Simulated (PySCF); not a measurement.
This PySCF input asks for the NMR shieldings of SMILES C[C](C)(C)[GeH2][CH2]Cl, C5H13ClGe; the geometry comes from PBE0-D3(BJ)/def2-SVP.

```python
import basis_set_exchange as bse
import numpy as np
from pyscf import gto, dft
from pyscf.prop import nmr

atoms = """
C    -0.849592   -2.339626    1.418993
C    -0.283580   -1.052672    0.817180
C    -0.709909    0.153455    1.654077
C    -0.769026   -0.894531   -0.624317
Ge    1.696694   -1.144445    0.791995
C     2.466130   -0.637580    2.535298
Cl    1.823615   -1.644969    3.871040
H    -0.559647   -3.225699    0.832280
H    -0.505568   -2.492518    2.452571
H    -1.953548   -2.296827    1.431438
H    -1.809658    0.256315    1.640731
H    -0.290071    1.096504    1.266505
H    -0.401847    0.045382    2.705840
H    -0.404116    0.038127   -1.082928
H    -0.445250   -1.732632   -1.263045
H    -1.873204   -0.870021   -0.652623
H     2.259787   -0.133377   -0.235760
H     2.182230   -2.562941    0.430328
H     2.230820    0.409801    2.770314
H     3.558953   -0.750756    2.532349
"""
names = dict.fromkeys(["C", "Ge", "Cl", "H"], "pcSseg-1")
basis = {el: gto.basis.parse(bse.get_basis(n, elements=[el], fmt="nwchem")) for el, n in names.items()}
mol = gto.M(atom=atoms, basis=basis, charge=0, verbose=0)
mf = dft.RKS(mol, xc="GGA_XC_KT2")
mf.grids.level = 2
mf.grids.alignment = dft.numint.BLKSIZE   # the property module wants whole blocks of grid points
mf.conv_tol = 1e-9
mf.kernel()

calc = nmr.RKS(mf)   # GIAO
sigma = calc.kernel()   # uncoupled for a functional without exact exchange
for i, s in enumerate(sigma):   # ppm
    print("%2d %-2s %9.2f" % (i, mol.atom_pure_symbol(i), np.trace(s) / 3))
```

Task: Give the expected output.

Result: 
```
 0 C     150.97
 1 C     154.55
 2 C     155.16
 3 C     151.07
 4 Ge   1441.60
 5 C     148.96
 6 Cl    899.31
 7 H      29.91
 8 H      29.06
 9 H      30.32
10 H      30.25
11 H      29.93
12 H      29.42
13 H      29.99
14 H      29.88
15 H      30.31
16 H      27.10
17 H      27.04
18 H      27.81
19 H      27.88
```

These numbers come from an equivalent density-fitted implementation of the same equations, which agrees with the script to about 0.01 ppm for H and up to a few tenths of a ppm for heavy atoms, so last digits may differ.

Task: Turn these shieldings into chemical shifts. Shifts are taken against calculated references (same method and geometry level): TMS for ¹³C (σref 183.22) and ¹H (σref 31.18); ⁷³Ge (σref 1323.40) vs GeMe4; ³⁵Cl (σref 942.74) against HCl.

Result: Averaging equivalent atoms: C 5: 34.3; C 0/2/3: 30.8; C 1: 28.7; Ge 4: -118; Cl 6: 43; H 16/17: 4.10; H 18/19: 3.33; H 7/8/9/10/11/12/13/14/15: 1.28 ppm. 

Relativistic effects, spin–orbit coupling among them, are left out; they matter for Ge and for the light atoms bonded to it.

Size and cost of the density-fitted run: 215 basis functions, 55 s wall time on 1 thread of an x86-64 server CPU, shared host.
